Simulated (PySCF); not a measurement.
# IBr at r²SCAN

Computed with r²SCAN; I x2c-TZVPPall, Br x2c-TZVPPall; spin-free X2C with a Gaussian nucleus (PySCF 2.14).

For IBr, the state is ¹Σ⁺ (singlet), closed shell, the bond length is 2.480 Å and the harmonic wavenumber is 271 cm⁻¹. The force constant is 2.10 mdyn/Å and the rotational constant Be is 0.05634 cm⁻¹. The anharmonicity ωexe is 0.650 cm⁻¹. The vibration–rotation constant αe is 0.000176 cm⁻¹. The well depth De to I + Br is 2.20 eV. The dissociation energy D0 is 2.18 eV and the HOMO–LUMO gap is 2.33 eV. The bond order (Mayer) is 1.13 and the dipole moment (positive dipole means I(−)Br(+)) is -0.61 D.

These are scalar-relativistic numbers at best; spin–orbit coupling would shift them, the dissociation energy most.
